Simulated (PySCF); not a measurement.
Static response to an electric field

Species: C2H9FSi4.
Numbering: `[CH:1]#[C:2][SiH2:3][Si@H:4]([F:5])[SiH2:6][SiH3:7]` (hydrogens: H8 on C1; H9, H10 on Si3; H11 on Si4; H12, H13 on Si6; H14, H15, H16 on Si7)

Cartesian coordinates in Å at the GFN2-xTB level; atoms count from 1:
```
atom  x, y, z in Å
C1     2.0994    0.6848   -1.9647
C2     1.9431    1.1529   -0.8680
Si3    1.6629    1.8495    0.8248
Si4   -0.2827    0.8361    1.5772
F5    -0.2265    0.9330    3.2040
Si6   -0.7110   -1.3769    1.0122
Si7   -2.0336   -1.6479   -0.8626
H8     2.2462    0.2821   -2.9259
H9     1.6130    3.3109    0.6624
H10    2.8678    1.5402    1.6095
H11   -1.4560    1.6897    1.3344
H12    0.5904   -2.0400    0.8019
H13   -1.2793   -2.1107    2.1562
H14   -2.2198   -3.0455   -1.2565
H15   -1.4458   -0.9614   -2.0163
H16   -3.3757   -1.0879   -0.6827
```

Level: CAM-B3LYP/def2-SVPD (PySCF), static field, nuclei fixed, core orbitals frozen in the response. The polarisability tensor in these axes (au):

```
x   131.67  19.22   0.82
y    19.22 134.10  12.22
z     0.82  12.22 137.99
```

**Question.** Give the principal values, the mean and the anisotropy Δα = √{½[(α1 − α2)² + (α2 − α3)² + (α1 − α3)²]}.

**Answer.** Principal values 111.18, 135.41 and 157.18 au; mean 134.59 au = 19.94 Å³ = 22.19 × 10⁻⁴⁰ C²·m²/J; Δα = 39.86 au (30 % of the mean).

**Question.** What is the dipole moment, and where does it point?

**Answer.** (0.03, -0.46, -1.69) D, 1.75 D in size, pointing from the negative to the positive side. Measured along this direction, the outermost atoms are F5 at the negative end and H8 at the positive end.

**Question.** Find the Langevin capture rate constant for H3O+ (19.018 u) meeting this molecule (163.977 u), k = 2.342 × 10⁻⁹ cm³/s × √(α in Å³ / reduced mass in u).

**Answer.** The reduced mass is 17.04 u, so k = 2.53 × 10⁻⁹ cm³/s. The formula leaves out the permanent dipole, which adds to the capture rate.

**Question.** In TDDFT the mean static polarisability is Σ f/ω² over all singlet excitations (ω in hartree). How much of it do the 8 lowest give? Their energies (eV) and oscillator strengths: 5.57, 0.0008; 6.02, 0.0205; 6.22, 0.0076; 6.23, 0.0096; 6.41, 0.1347; 6.55, 0.1450; 6.91, 0.0078; 6.95, 0.0488.

**Answer.** They add up to 6.56 au, 4.9 % of the 134.59 au; the largest single term is 2.50 au, from the state at 6.55 eV. Terms in order: 0.02, 0.42, 0.15, 0.18, 2.43, 2.50, 0.12, 0.75 au. Higher excitations give the rest. The strengths listed sum to 0.375.

**Question.** Give the eigenvalues of the traceless quadrupole moment Θ = ½Σq(3rr − r²1), origin at the centre of nuclear charge.

**Answer.** -2.71, 0.91, 1.80 D·Å. The values depend on the origin, since the dipole doesn't vanish. The electronic extent ⟨r²⟩ about the same centre is 2156 bohr², a root-mean-square distance of 2.65 Å for the 86 electrons.

**Question.** What depolarisation ratio follows for Rayleigh scattering of linearly polarised light, taking the static tensor?

**Answer.** ρ = 3Δα²/(45ᾱ² + 4Δα²) = 4766.0/(815130 + 6354.6) = 0.0058.

**Question.** In a dilute gas of rigid molecules at 298 K, how does the orientational term μ²/3kT compare with the electronic polarisability?

**Answer.** In Gaussian units μ²/3kT = 24.91 Å³ against 19.94 Å³, a ratio of 1.25; the Debye molar polarisation (4π/3)N_A(α + μ²/3kT) is 113.1 cm³/mol, leaving out the vibrational part.

Isolated species at its GFN2-xTB geometry (one conformer only).

The run behind these numbers computed excited states as well. Time: 32 s of wall time; peak memory 1.1 GiB. Hardware: an AMD EPYC 9R45 with one thread, shared host with 96 logical CPUs at a one-minute load of 39.
